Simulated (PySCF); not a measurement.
Match the calculated data to a structure.

All candidates are C8H7FO2.

| technique | computed result |
| --- | --- |
| 1H NMR | chemical shifts (computed TMS as zero) by class: 8.56 (2 H), 7.40 (2 H), 4.12 (3 H) ppm [GIAO PBE0/pcSseg-1] |
| Dipole | 1.92 D [PBE0/pcSseg-1] |
| NMR, other nuclei | isotropic shieldings of nuclei other than C and H, by class: -77 (1 O), 159 (1 O), 277 (1 F) ppm [GIAO PBE0/pcSseg-1] |
| 13C NMR | chemical shifts (computed TMS as zero) by class: 176.4 (1 C), 172.0 (1 C), 139.3 (2 C), 130.7 (1 C), 120.9 (2 C), 54.2 (1 C) ppm [GIAO PBE0/pcSseg-1] |
| Rotational structure | rotational constants A, B, C: 3.489, 0.571, 0.492 GHz [GFN2-xTB] |

The electronic properties come from PySCF, for the isolated species, density fitting. Levels stand in brackets. The structure is a single GFN2-xTB conformer in the gas phase; no vibrational or solvent corrections. NMR classes are plain means over equivalent atoms (diastereotopic ones count apart unless rotation or inversion swaps them), as if these changed places fast.

Question: Which candidate is it?
A. `O=C(O)c1cccc(CF)c1`
B. `COc1cccc(C(=O)F)c1`
C. `CCC1=C(F)C(=O)C=CC1=O`
D. `O=C(O)Cc1ccccc1F`
E. `COC(=O)c1ccc(F)cc1`

Answer: E. It is `COC(=O)c1ccc(F)cc1`. Numbering: `[CH3:1][O:2][C:3](=[O:4])[c:5]1[cH:6][cH:7][c:8]([F:9])[cH:10][cH:11]1`. Its formula, C8H7FO2, gives 5 degrees of unsaturation: 1 ring and 4 π bonds in the structure found (Kekulé form). 8 carbons fall into 6 classes; from least to most shielded: aromatic C–F carbon [C8] (176.4 ppm), ester carbonyl carbon [C3] (172.0 ppm), aromatic CH carbon [C6/C11] (139.3 ppm, 2 C), substituted aromatic carbon [C5] (130.7 ppm), aromatic CH carbon [C7/C10] (120.9 ppm, 2 C), methoxy carbon [C1] (54.2 ppm). Hydrogen classes from least to most shielded: 2 H on 2 aromatic CH carbons, C6/C11 (8.56 ppm), 2 H on 2 aromatic CH carbons, C7/C10 (7.40 ppm), 3 H on a methoxy carbon, C1 (4.12 ppm). The other shieldings belong to: -77 ppm, ester carbonyl oxygen [O4]; 159 ppm, ester single-bonded oxygen [O2]; 277 ppm, aryl fluorine [F9]. The optimised geometry has point group Cs and is an asymmetric top.

The others, at the same levels:
- `CCC1=C(F)C(=O)C=CC1=O` fails: it has 8 carbon classes against 6; its computed 13C shifts are 193.8 (1 C), 185.6 (1 C), 165.7 (1 C), 142.0 (1 C), 140.1 (1 C), 137.2 (1 C), 20.6 (1 C), 17.0 (1 C) ppm, 1H shifts are 6.80 (1 H), 6.75 (1 H), 2.64 (2 H), 1.14 (3 H) ppm and rotational constant A is 1.594 GHz (against 3.489 GHz).
- `COc1cccc(C(=O)F)c1` fails: it has 8 carbon classes against 6; its computed 13C shifts are 167.0 (1 C), 166.4 (1 C), 135.2 (1 C), 131.9 (1 C), 130.6 (1 C), 130.4 (1 C), 117.9 (1 C), 56.3 (1 C) ppm, 1H shifts are 8.01 (1 H), 7.73 (1 H), 7.71 (1 H), 7.56 (1 H), 4.03 (3 H) ppm and rotational constant A is 1.938 GHz (against 3.489 GHz).
- `O=C(O)c1cccc(CF)c1` fails: it has 8 carbon classes against 6; its computed 13C shifts are 171.0 (1 C), 145.1 (1 C), 135.0 (1 C), 134.3 (1 C), 134.1 (1 C), 132.8 (1 C), 131.9 (1 C), 86.6 (1 C) ppm, 1H shifts are 8.39 (1 H), 8.30 (1 H), 8.10 (1 H), 7.86 (1 H), 6.41 (1 H), 6.05 (2 H) ppm and rotational constant A is 2.549 GHz (against 3.489 GHz).
- `O=C(O)Cc1ccccc1F` fails: it has 8 carbon classes against 6; its computed 13C shifts are 176.5 (1 C), 171.7 (1 C), 137.9 (1 C), 134.9 (1 C), 129.0 (1 C), 128.7 (1 C), 121.3 (1 C), 37.0 (1 C) ppm, 1H shifts are 7.62 (1 H), 7.48 (1 H), 7.41 (1 H), 7.39 (1 H), 6.20 (1 H), 3.72 (2 H) ppm and rotational constant A is 2.195 GHz (against 3.489 GHz).

Each candidate is one conformer, not necessarily the lowest. The conformers computed, where there is a choice (atom-mapped SMILES and torsion angles):
- `[CH3:1][O:2][C:3](=[O:4])[c:5]1[cH:6][cH:7][c:8]([F:9])[cH:10][cH:11]1`: C1–O2–C3–O4 0°, O2–C3–C5–C6 180°
- `[CH3:1][CH2:2][C:3]1=[C:4]([F:5])[C:6](=[O:7])[CH:8]=[CH:9][C:10]1=[O:11]`: C1–C2–C3–C4 -100°
- `[CH3:1][O:2][c:3]1[cH:4][cH:5][cH:6][c:7]([C:8](=[O:9])[F:10])[cH:11]1`: C1–O2–C3–C4 180°, C6–C7–C8–O9 180°
- `[O:1]=[C:2]([OH:3])[c:4]1[cH:5][cH:6][cH:7][c:8]([CH2:9][F:10])[cH:11]1`: O1–C2–C4–C5 180°, C7–C8–C9–F10 -3°, H–O3–C2–O1 0°
- `[O:1]=[C:2]([OH:3])[CH2:4][c:5]1[cH:6][cH:7][cH:8][cH:9][c:10]1[F:11]`: O1–C2–C4–C5 12°, C2–C4–C5–C6 -99°, H–O3–C2–O1 -1°
